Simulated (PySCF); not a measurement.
## J couplings in [C₅H₉N₂]+

Molfile (atoms numbered from 1):
```
C5H9N2
     RDKit          3D

 16 16  0  0  0  0  0  0  0  0999 V2000
   -1.4714   -1.1775   -0.0496 C   0  0  0  0  0  0  0  0  0  0  0  0
   -0.0864   -0.7526   -0.0580 N   0  0  0  0  0  0  0  0  0  0  0  0
    1.0182   -1.5034   -0.1884 C   0  0  0  0  0  0  0  0  0  0  0  0
    2.1275   -0.6687   -0.1560 C   0  0  0  0  0  0  0  0  0  0  0  0
    1.6163    0.6130   -0.0010 C   0  0  0  0  0  0  0  0  0  0  0  0
    0.2777    0.5376    0.0548 N   0  0  0  0  0  0  0  0  0  0  0  0
   -0.6833    1.6096    0.2173 C   0  0  0  0  0  0  0  0  0  0  0  0
   -1.9596   -0.8880    0.8908 H   0  0  0  0  0  0  0  0  0  0  0  0
   -2.0128   -0.7515   -0.9057 H   0  0  0  0  0  0  0  0  0  0  0  0
   -1.4816   -2.2700   -0.1314 H   0  0  0  0  0  0  0  0  0  0  0  0
    0.9434   -2.5843   -0.2965 H   0  0  0  0  0  0  0  0  0  0  0  0
    3.1725   -0.9572   -0.2355 H   0  0  0  0  0  0  0  0  0  0  0  0
    2.1198    1.5756    0.0740 H   0  0  0  0  0  0  0  0  0  0  0  0
   -1.2486    1.4852    1.1512 H   0  0  0  0  0  0  0  0  0  0  0  0
   -0.1235    2.5502    0.2642 H   0  0  0  0  0  0  0  0  0  0  0  0
   -1.3693    1.6478   -0.6399 H   0  0  0  0  0  0  0  0  0  0  0  0
  1  2  1  0
  2  3  1  0
  3  4  2  0
  4  5  1  0
  5  6  2  0
  6  7  1  0
  6  2  1  0
  1  8  1  0
  1  9  1  0
  1 10  1  0
  3 11  1  0
  4 12  1  0
  5 13  1  0
  7 14  1  0
  7 15  1  0
  7 16  1  0
M  CHG  1   6   1
M  END
```

Indirect spin–spin couplings were computed at B3LYP/pcJ-1 (spin–dipole term only in couplings to heteroatoms) (PySCF 2.14.0 with density-fitted response routines) on a PBE0-D3(BJ)/def2-SVP structure, for the isolated molecule, without vibrational or relativistic corrections. Couplings are averaged over pairs made equivalent by symmetry, fast rotation or ring inversion, so a value needn't be that of the named pair in this geometry, while other rotamers aren't included; one pair stands for each set, and the list holds a selection of those of at least 0.8 Hz over up to four bonds.

Isotopes: 13C, 1H, 15N.

```json
{"pair": "C1, N2", "bonds": "1", "J (Hz)": "?"}
{"pair": "C1, H8", "bonds": "1", "J (Hz)": "152.9"}
{"pair": "N2, C3", "bonds": "1", "J (Hz)": "-17.8"}
{"pair": "N2, N6", "bonds": "1", "J (Hz)": "?"}
{"pair": "C3, C4", "bonds": "1", "J (Hz)": "?"}
{"pair": "C3, H11", "bonds": "1", "J (Hz)": "212.1"}
{"pair": "C4, H12", "bonds": "1", "J (Hz)": "?"}
{"pair": "C1, C3", "bonds": "2", "J (Hz)": "2.5"}
{"pair": "C1, N6", "bonds": "2", "J (Hz)": "-1.0"}
{"pair": "N2, C4", "bonds": "2", "J (Hz)": "?"}
{"pair": "N2, C5", "bonds": "2", "J (Hz)": "-5.8"}
{"pair": "N2, H8", "bonds": "2", "J (Hz)": "?"}
{"pair": "N2, H11", "bonds": "2", "J (Hz)": "-6.9"}
{"pair": "C3, H12", "bonds": "2", "J (Hz)": "8.0"}
{"pair": "C4, H11", "bonds": "2", "J (Hz)": "6.6"}
{"pair": "H8, H9", "bonds": "2", "J (Hz)": "?"}
{"pair": "C1, C7", "bonds": "3", "J (Hz)": "1.7"}
{"pair": "C1, H11", "bonds": "3", "J (Hz)": "2.0"}
{"pair": "N2, H12", "bonds": "3", "J (Hz)": "-5.0"}
{"pair": "N2, H13", "bonds": "3", "J (Hz)": "-4.5"}
{"pair": "N2, H14", "bonds": "3", "J (Hz)": "-2.0"}
{"pair": "C3, H8", "bonds": "3", "J (Hz)": "?"}
{"pair": "C3, H13", "bonds": "3", "J (Hz)": "6.9"}
{"pair": "C5, H11", "bonds": "3", "J (Hz)": "6.8"}
{"pair": "H11, H12", "bonds": "3", "J (Hz)": "3.6"}
{"pair": "H11, H13", "bonds": "4", "J (Hz)": "0.9"}
```

Estimate the withheld couplings, with signs.

Results:


- 1J(C1,N2) = -11.4 Hz (bond length 1.449 Å)
- 1J(N2,N6) = -2.1 Hz (bond length 1.345 Å)
- 1J(C3,C4) = 64.5 Hz (bond length 1.389 Å)
- 1J(C4,H12) = 206.9 Hz (bond length 1.087 Å, sp2 carbon)
- 2J(N2,C4) = -1.5 Hz (angle at C3 109°)
- 2J(N2,H8) = 1.0 Hz (mean over equivalent pairs that range from -1.0 to 2.0 Hz in this conformer)
- 2J(H8,H9) = -15.5 Hz (mean over equivalent pairs that range from -16.5 to -13.4 Hz in this conformer)
- 3J(C3,H8) = 3.5 Hz
